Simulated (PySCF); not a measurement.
# Diatomic anions of Na with group 12

PBE0 with double-zeta basis sets in PySCF, for the lowest determinant that a PBE0 search found; no spin–orbit coupling. De refers to high-spin ground-configuration atoms (the charge goes to the atom of lower measured ionisation energy or higher electron affinity, which is not always the lowest computed limit). A positive dipole points towards Na; it is taken about the centre of mass and depends on that origin.

| M | basis | charged atom | state (unpaired electrons) | Re (Å) | ωe (cm⁻¹) | De (eV) | μ (D) |
| --- | --- | --- | --- | --- | --- | --- | --- |
| Zn | def2-SVPD | Na− | singlet (closed shell) | 3.456 | 74.7 | 0.30 | -9.37 |
| Hg | def2-SVPD | Na− | singlet (closed shell) | 3.958 | 43.0 | 0.18 | -15.21 |

Q: The row for M = Cd is missing. Estimate Re, ωe and De as the mean of the rows for Zn and Hg, and compare with the calculation.

A: The means are 3.707 Å, 58.9 cm⁻¹ and 0.24 eV. PBE0 in def2-SVPD gives NaCd⁻ as a singlet (closed shell) with Re = 3.821 Å, ωe = 55.1 cm⁻¹, De = 0.26 eV, so the estimate is off by -11.4 pm, +7 % and -0.02 eV.

Closed-shell solutions of metal pairs were not tested for spin polarisation, which can lower them a little. Weak bonds: NaCd⁻, NaHg⁻, NaZn⁻. Basis-set superposition, not corrected here, can be much of De in a small basis, most of all at correlated wavefunction levels. Spin–orbit coupling is left out. For an ion De counts to the pair picked by the measured ionisation energies or electron affinities, which need not be the lowest pair at this level. The highest Kohn–Sham level is positive in some of these anions. Much of that is self-interaction error, but it also means that the finite basis helps to hold the extra electron.
